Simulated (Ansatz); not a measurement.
Ansatz (a first-principles code) input (RI-MP2/def2-QZVPP):
A basis named .json is the Basis Set Exchange file of that set.

Ansatz 0.2 input:
```yaml
crystal:
  periodic: [false, false, false]
  atoms:
    - {symbol: Cs, position_ang: [-0.00000000, -0.00000000, -0.52534792]}
    - {symbol: F, position_ang: [0.00000000, 0.00000000, 3.21045949]}
basis:
  gaussian:
    orbitals: def2-QZVPP.json
    fitting: {mean_field: def2-universal-jkfit, correlation: def2-QZVPP-RIFIT.json}
total_charge: 1
magnetization: {spin_polarized: true, initial_magnetization: 1}
correlation: {method: mp2, electrons: outside_noble_gas}
```

End of the output:

```
312 factors; integrals over basis functions are off by at most 7.1e-1 eV
mean field: 0.17 GiB planned
mean field evaluation 1: about -3213.7839 eV, gradient 7.0e1 eV
mean field evaluation 2: about -2912.3178 eV, gradient 1.1e2 eV
mean field evaluation 4: about -3213.5752 eV, gradient 6.7e1 eV
mean field evaluation 8: about -3242.0775 eV, gradient 1.0e-1 eV
mean field evaluation 16: about -3235.2729 eV, gradient 2.5e1 eV
mean field evaluation 32: about -3242.0412 eV, gradient 1.5e-1 eV
mean field evaluation 64: about -3231.8391 eV, gradient 1.2e1 eV
mean field evaluation 96: about -3242.0776 eV, gradient 2.9e-5 eV
mean field -3242.07759765 eV, -119.1441541546 hartree, gradient 2.0e-6 eV, S^2 0.754115; 9 other end points of the search recorded, 0 dependent functions left out
5 core orbitals not correlated, not the lowest: weight in the atoms' cores, before any rotation towards them, 0.907 or more for the frozen orbitals, at most 0.093 for the correlated occupied ones
reference -3242.07759765 eV, -119.1441541546 hartree; 4, 3 occupied and 110, 111 virtual orbitals, 312 factors
second order -5.98862792 eV of doubles, -0.00000000 eV of singles
Total energy: -3248.06622557 eV, -119.3642321714 hartree
```
